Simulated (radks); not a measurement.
Neutral magnesium, 12 electrons, occupied as [Ne] 3s1 3p1 (not the ground configuration). All-electron calculation, Dirac Kohn-Sham, PBE, spin-unpolarised, spherical densities, finite nucleus; open shells fill j = l - 1/2 first; Fermi nuclear charge, rms radius 3.057 fm. Program: a radial shooting solver on a logarithmic mesh with Libxc functionals.

Normalised radial functions P(r) = r R(r) (large component), r in bohr:

```
   r/bohr * 3s1/2, o 3p1/2 (the largest magnitude, 0.607, reaches the edge; | marks zero, & curves that meet)
  0.01533                             o  *
  0.01742                             o  *
  0.01996                             o  *
  0.02269                             o   *
  0.02578                             o   *
   0.0293                             o   *
  0.03357                             o    *
  0.03816                             o    *
  0.04337                             |o   *
  0.04929                             |o   *
  0.05602                             |o    *
  0.06418                             |o    *
  0.07295                             |o    *
  0.08291                             | o  *
  0.09423                             | o  *
    0.108                             |  o *
   0.1227                             |  o*
   0.1395                             |  *o
   0.1585                             |*  o
   0.1801                             *    o
   0.2064                           * |     o
   0.2346                         *   |     o
   0.2666                       *     |      o
    0.303                     *       |      o
   0.3471                   *         |       o
   0.3945                  *          |       o
   0.4484                  *          |       o
   0.5096                  *          |      o
   0.5792                   *         |     o
   0.6636                     *       |    o
   0.7542                        *    |   o
   0.8572                            *| o
   0.9743                            o|  *
    1.116                          o  |       *
    1.269                       o     |           *
    1.442                    o        |                *
    1.639                 o           |                    *
    1.863              o              |                       *
    2.134            o                |                         *
    2.425         o                   |                          *
    2.756        o                    |                          *
    3.133       o                     |                        *
    3.589       o                     |                     *
    4.079        o                    |                  *
    4.636          o                  |              *
     5.27            o                |          *
    5.989               o             |      *
    6.862                  o          |    *
    7.799                     o       |  *
    8.864                       o     |*
    10.07                         o   |*
    11.54                           o *
    13.12                            o*
    14.91                            o*
```

3s1/2: eigenvalue -5.667 eV, 2 radial nodes at r = 0.176, 0.898 bohr, <r> = 3.06 bohr, 90 % of the charge inside 4.71 bohr. 3p1/2: eigenvalue -2.073 eV, 1 radial node at r = 0.948 bohr, <r> = 4.26 bohr, 90 % of the charge inside 6.76 bohr.
